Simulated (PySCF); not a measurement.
**Electric field gradients and quadrupole coupling constants**

C5H6ClFO.
Geometry (PBE0-D3(BJ)/def2-SVP, Å), atoms numbered from 1 in this order:
```xyz
14
C5H6ClFO angstrom
C     -2.0692   -0.1659   -0.2644
C     -0.7985   -0.3745    0.5562
C      0.1734    0.7390    0.3693
C      1.4546    0.6914   -0.0270
F      2.1480    1.8221   -0.1370
C      2.2054   -0.5388   -0.3737
O      1.7843   -1.6507   -0.3458
Cl     3.8748   -0.2085   -0.8673
H     -2.7906   -0.9729   -0.0703
H     -2.5599    0.7894   -0.0196
H     -1.8479   -0.1626   -1.3422
H     -1.0647   -0.4026    1.6288
H     -0.3334   -1.3384    0.3188
H     -0.1937    1.7541    0.5670
```

Field gradients from the PBE0/pcSseg-1 density (PySCF, non-relativistic), principal values in atomic units, ordered |Vxx| ≤ |Vyy| ≤ |Vzz|:

```
atom      Vxx      Vyy      Vzz
  O7   0.5117   1.0401  -1.5518
 Cl8  -1.1426  -2.2749   3.4174
```

Q: Find the asymmetry η = (Vxx − Vyy)/Vzz and the couplings χ = eQV/h (234.96 MHz × Q in barn × V in au), with Q(17O) = −0.0256 b, Q(35Cl) = −0.0817 b.

A: 
| atom | environment | nucleus | η | χzz (MHz) | χxx (MHz) | χyy (MHz) |
| --- | --- | --- | --- | --- | --- | --- |
| O7 | carbonyl oxygen | 17O | 0.34 | 9.33 | -3.08 | -6.26 |
| Cl8 | chlorine bonded to C | 35Cl | 0.33 | -65.60 | 21.93 | 43.67 |

The tensor is traceless: Vxx + Vyy + Vzz = 0.

Q: What is Vzz at Cl8 in SI units (1 au = 9.71736 × 10²¹ V/m²)?

A: 3.4174 au = 33.208 × 10²¹ V/m².

Q: What couplings would deuterons (Q(2H) = 0.00286 b) have in place of the hydrogens, at this geometry?

A: 
| atom | bonded to | bond length (Å) | Vzz (au) | η | χzz (kHz) |
| --- | --- | --- | --- | --- | --- |
| H9 | C1 | 1.100 | 0.2927 | 0.03 | 197 |
| H10 | C1 | 1.102 | 0.2891 | 0.03 | 194 |
| H11 | C1 | 1.100 | 0.2901 | 0.03 | 195 |
| H12 | C2 | 1.105 | 0.2800 | 0.03 | 188 |
| H13 | C2 | 1.096 | 0.2809 | 0.03 | 189 |
| H14 | C3 | 1.097 | 0.2910 | 0.06 | 196 |

The structure is a single PBE0-D3(BJ)/def2-SVP conformer in the gas phase; no vibrational or solvent corrections. With so small a basis the couplings can be 20 % off.
